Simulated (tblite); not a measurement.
C₇H₁₄AlB.
Numbering: `[CH2:1]=[C:2]1[AlH:3][CH2:4][CH2:5][C@H:6]1[B:7]([CH3:8])[CH3:9]` (hydrogens: H10, H11 on C1; H12 on Al3; H13, H14 on C4; H15, H16 on C5; H17 on C6; H18, H19, H20 on C8; H21, H22, H23 on C9)

Computed with GFN2-xTB (tblite), gas phase: L-BFGS steps from a force-field or distance-geometry start until the largest atomic force falls under 0.01 eV/Å.

Step 66: E = -662.4564 eV
```
atom  x, y, z in Å  |  force x, y, z in eV/Å
C1     -0.4197    2.1841    1.2021    0.014   0.037   0.019
C2     -0.8311    1.0775    0.5847    0.002   0.052   0.036
Al3    -2.1190    0.6588   -0.8607    0.057  -0.116  -0.009
C4     -1.8594   -1.3173   -0.8917   -0.017  -0.027   0.015
C5     -1.2030   -1.4074    0.5110   -0.020  -0.033  -0.058
C6     -0.1876   -0.2856    0.8484   -0.050  -0.004  -0.022
B7      1.1390   -0.1211    0.0034   -0.003  -0.039   0.005
C8      2.5185    0.0674    0.7509    0.008  -0.017   0.011
C9      1.1229   -0.0656   -1.5785    0.010   0.003  -0.021
H10    -0.8857    3.1407    1.0128   -0.005  -0.025  -0.001
H11     0.3905    2.1930    1.9224   -0.034  -0.010   0.002
H12    -3.0869    1.6236   -1.5653   -0.034   0.059  -0.042
H13    -2.7299   -1.9863   -0.9084    0.025   0.058   0.024
H14    -1.1744   -1.7231   -1.6481   -0.030   0.050   0.054
H15    -0.7111   -2.3754    0.6433    0.010   0.009   0.036
H16    -2.0063   -1.3408    1.2581    0.050  -0.018  -0.040
H17     0.0313   -0.3822    1.9190    0.031   0.007  -0.044
H18     3.1531   -0.7910    0.5272    0.036   0.014   0.003
H19     3.0709    0.9434    0.4139   -0.028  -0.019  -0.041
H20     2.4370    0.1274    1.8336   -0.012  -0.001   0.006
H21     1.9548    0.5018   -1.9913    0.011   0.010   0.009
H22     0.1968    0.3709   -1.9712   -0.025   0.028   0.014
H23     1.1945   -1.0659   -2.0054    0.003  -0.018   0.046
```

Step 67: E = -662.4581 eV
```
atom  x, y, z in Å  |  force x, y, z in eV/Å
C1     -0.4214    2.1795    1.2096    0.020   0.010   0.000
C2     -0.8255    1.0744    0.5839   -0.020   0.064   0.030
Al3    -2.1046    0.6546   -0.8707    0.015  -0.009  -0.019
C4     -1.8627   -1.3209   -0.8876   -0.016  -0.010   0.026
C5     -1.2065   -1.4097    0.5139    0.004  -0.021  -0.021
C6     -0.1868   -0.2915    0.8476   -0.015   0.030  -0.022
B7      1.1373   -0.1232    0.0003    0.011  -0.010  -0.014
C8      2.5171    0.0717    0.7471   -0.006  -0.026   0.007
C9      1.1219   -0.0624   -1.5825   -0.004  -0.007  -0.009
H10    -0.8841    3.1374    1.0209   -0.022  -0.026  -0.014
H11     0.3833    2.1877    1.9351   -0.015  -0.021   0.020
H12    -3.0611    1.6320   -1.5855    0.006   0.011  -0.017
H13    -2.7401   -1.9780   -0.8972   -0.012   0.016   0.009
H14    -1.1837   -1.7371   -1.6416   -0.002   0.025   0.021
H15    -0.7185   -2.3789    0.6508    0.011   0.003   0.029
H16    -2.0068   -1.3355    1.2626    0.028  -0.025  -0.037
H17     0.0372   -0.3861    1.9170    0.020  -0.006  -0.033
H18     3.1521   -0.7866    0.5244    0.042   0.020   0.006
H19     3.0683    0.9489    0.4102   -0.036  -0.031  -0.039
H20     2.4335    0.1316    1.8297   -0.004   0.001   0.005
H21     1.9455    0.5200   -1.9915    0.001   0.005   0.012
H22     0.1885    0.3603   -1.9761    0.000   0.013   0.020
H23     1.2123   -1.0612   -2.0104   -0.005  -0.004   0.041
```

Step 68: E = -662.4588 eV
```
atom  x, y, z in Å  |  force x, y, z in eV/Å
C1     -0.4240    2.1790    1.2115    0.024   0.005   0.004
C2     -0.8202    1.0740    0.5816   -0.037   0.023  -0.002
Al3    -2.0939    0.6546   -0.8787    0.014   0.015   0.018
C4     -1.8646   -1.3203   -0.8860   -0.016  -0.006   0.011
C5     -1.2069   -1.4111    0.5129    0.033   0.006   0.009
C6     -0.1857   -0.2940    0.8468    0.007   0.043  -0.024
B7      1.1383   -0.1274   -0.0005    0.022   0.008  -0.020
C8      2.5179    0.0714    0.7461   -0.008  -0.025   0.000
C9      1.1232   -0.0624   -1.5836    0.007  -0.001   0.014
H10    -0.8874    3.1347    1.0152   -0.019  -0.011  -0.005
H11     0.3724    2.1892    1.9457   -0.008  -0.018   0.021
H12    -3.0552    1.6322   -1.5830   -0.003   0.023  -0.036
H13    -2.7493   -1.9660   -0.8892   -0.027  -0.011  -0.007
H14    -1.1920   -1.7449   -1.6402    0.006   0.007   0.007
H15    -0.7213   -2.3806    0.6513    0.027  -0.011   0.017
H16    -2.0041   -1.3358    1.2627   -0.012  -0.019  -0.012
H17     0.0402   -0.3877    1.9156    0.010  -0.012  -0.024
H18     3.1563   -0.7848    0.5250    0.039   0.018   0.008
H19     3.0661    0.9497    0.4066   -0.039  -0.034  -0.030
H20     2.4332    0.1331    1.8285    0.002   0.003   0.002
H21     1.9437    0.5267   -1.9900   -0.005   0.001   0.013
H22     0.1874    0.3568   -1.9748   -0.005   0.009   0.008
H23     1.2210   -1.0592   -2.0133   -0.012  -0.012   0.030
```

Step 69: E = -662.4593 eV
```
atom  x, y, z in Å  |  force x, y, z in eV/Å
C1     -0.4230    2.1783    1.2138    0.006   0.000  -0.004
C2     -0.8202    1.0743    0.5830   -0.031   0.008  -0.009
Al3    -2.0899    0.6536   -0.8803   -0.019   0.052   0.000
C4     -1.8656   -1.3215   -0.8843   -0.008   0.006   0.011
C5     -1.2072   -1.4115    0.5140    0.027   0.007   0.015
C6     -0.1858   -0.2943    0.8464    0.015   0.035  -0.019
B7      1.1377   -0.1274   -0.0018    0.013   0.009  -0.015
C8      2.5167    0.0720    0.7451   -0.007  -0.024  -0.002
C9      1.1228   -0.0616   -1.5849   -0.006   0.001   0.018
H10    -0.8876    3.1334    1.0182   -0.015  -0.003  -0.002
H11     0.3723    2.1868    1.9485    0.001  -0.014   0.028
H12    -3.0482    1.6344   -1.5912    0.021  -0.002  -0.019
H13    -2.7508   -1.9656   -0.8869   -0.039  -0.021  -0.007
H14    -1.1941   -1.7467   -1.6386    0.015  -0.003  -0.002
H15    -0.7228   -2.3814    0.6544    0.031  -0.007   0.011
H16    -2.0042   -1.3350    1.2637   -0.015  -0.016  -0.008
H17     0.0421   -0.3890    1.9147    0.008  -0.009  -0.022
H18     3.1562   -0.7832    0.5241    0.040   0.011   0.010
H19     3.0642    0.9502    0.4049   -0.036  -0.026  -0.028
H20     2.4315    0.1341    1.8275    0.005   0.003  -0.001
H21     1.9412    0.5310   -1.9897   -0.004   0.000   0.006
H22     0.1851    0.3544   -1.9766    0.007   0.003   0.011
H23     1.2248   -1.0583   -2.0139   -0.013  -0.008   0.025
```

**Question.** Estimate the geometry and energy of step 70. (The exact step hangs on the optimiser's Hessian estimate; all steps are aligned on step 69, rigid shifts and turns removed.)

**Answer.** E = -662.4600 eV, largest force 0.075 eV/Å
```
atom  x, y, z in Å  |  force x, y, z in eV/Å
C1     -0.4221    2.1776    1.2171   -0.016  -0.008  -0.007
C2     -0.8202    1.0749    0.5845   -0.014  -0.011  -0.008
Al3    -2.0844    0.6540   -0.8831   -0.043   0.060  -0.011
C4     -1.8674   -1.3227   -0.8813   -0.001   0.012   0.004
C5     -1.2070   -1.4125    0.5161    0.011   0.009   0.013
C6     -0.1853   -0.2942    0.8455    0.009   0.011  -0.010
B7      1.1372   -0.1280   -0.0044   -0.004   0.007   0.002
C8      2.5148    0.0721    0.7435    0.003  -0.021  -0.003
C9      1.1223   -0.0606   -1.5866   -0.010   0.003   0.013
H10    -0.8886    3.1317    1.0221   -0.006   0.009   0.004
H11     0.3707    2.1840    1.9542    0.006  -0.009   0.026
H12    -3.0371    1.6367   -1.6034    0.037  -0.017  -0.008
H13    -2.7551   -1.9635   -0.8827   -0.030  -0.019  -0.006
H14    -1.1977   -1.7497   -1.6364    0.012  -0.007  -0.001
H15    -0.7240   -2.3832    0.6587    0.033   0.009   0.000
H16    -2.0042   -1.3348    1.2655   -0.010  -0.011  -0.002
H17     0.0458   -0.3917    1.9130    0.004   0.003  -0.020
H18     3.1572   -0.7807    0.5234    0.040  -0.002   0.012
H19     3.0601    0.9505    0.4016   -0.026  -0.009  -0.024
H20     2.4285    0.1356    1.8258    0.008   0.002  -0.004
H21     1.9381    0.5375   -1.9888   -0.005  -0.005  -0.002
H22     0.1826    0.3509   -1.9792    0.015  -0.003   0.013
H23     1.2308   -1.0570   -2.0151   -0.014  -0.001   0.018
```

The energy changes by -0.0007 eV. The first-order estimate −F·Δx gives -0.0010 eV and the mean of the old and new forces, exact on a quadratic surface, -0.0007 eV. The step makes an angle of 76° with the force vector and moves no atom by more than 0.017 Å.

The cost below is that of the whole relaxation. The run took 2.3 s on one thread of an Arm Neoverse N1, no GPU, on a shared host.
